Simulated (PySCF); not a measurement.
Geometries of 2 isomers of C2H9GeNO, from PBE0-D3(BJ)/def2-SVP geometry optimisation, gas phase (PySCF). One conformer each, no zero-point energy, no frequencies.

Question: Which isomer lies lower at this level?
A.
```xyz
14
angstrom
C     -2.346    0.484    0.128
C     -1.175   -0.461   -0.013
O      0.019    0.276   -0.017
Ge     1.597   -0.564   -0.104
N      2.938    0.657   -0.048
H     -3.299   -0.067    0.132
H     -2.360    1.202   -0.705
H     -2.266    1.053    1.066
H     -1.282   -1.050   -0.948
H     -1.188   -1.195    0.820
H      1.672   -1.323   -1.442
H      1.716   -1.490    1.122
H      2.990    1.193    0.814
H      2.963    1.300   -0.835
```
B.
```xyz
14
angstrom
C      2.137    0.256    0.449
O      0.910   -0.189    0.938
Ge    -0.430   -0.572   -0.192
C     -1.094    1.081   -0.962
N     -1.766   -1.378    0.742
H      2.850    0.344    1.286
H      2.585   -0.440   -0.291
H      2.076    1.252   -0.034
H      0.124   -1.570   -1.231
H     -0.323    1.556   -1.587
H     -1.370    1.782   -0.161
H     -1.978    0.885   -1.585
H     -2.226   -0.777    1.421
H     -1.502   -2.245    1.201
```

Answer: B. That is `C[O][Ge@H]([CH3])[NH2]`, 4.4 kcal/mol below the other.

| SMILES | atoms numbered as above | E (Eh) | relative (kcal/mol) | relative (kJ/mol) | dipole (D) |
| --- | --- | --- | --- | --- | --- |
| C[O][Ge@H]([CH3])[NH2] | [CH3:1][O:2][Ge@H:3]([CH3:4])[NH2:5] | -2287.71881 | 0.0 | 0.0 | 0.64 |
| CC[O][GeH2][NH2] | [CH3:1][CH2:2][O:3][GeH2:4][NH2:5] | -2287.71187 | 4.4 | 18.2 | 0.17 |
